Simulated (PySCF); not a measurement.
C2H4FNOSi, SMILES O[SiH2][C@H](F)C#N.

Geometry optimised at ωB97X-D3(BJ)/def2-SVP. The structure was generated by enumeration; whether it is a known compound was not checked. One conformer was computed; it need not be the lowest.

Calculation: PySCF with ωB97X/def2-TZVP.

Gas-phase values at a fixed geometry.

Problem. Estimate the frontier levels, gap, dipole moment and polarisability. (Estimate from the structure and the level; the computed values follow.)

Solution. 
```json
{
  "highest_occupied_level": "-11.27 eV",
  "lowest_empty_level": "1.24 eV",
  "orbital_gap": "12.51 eV",
  "dipole_moment": "3.25 D",
  "quadrupole, principal values (traceless, Buckingham form, about the centre of nuclear charge)": "-13.16, 3.63, 9.54 D·Å",
  "mean_static_polarisability": "54.4 bohr³ (8.06 Å³)",
  "polarisability_principal_values": "46.2, 49.2, 67.9 bohr³"
}
```
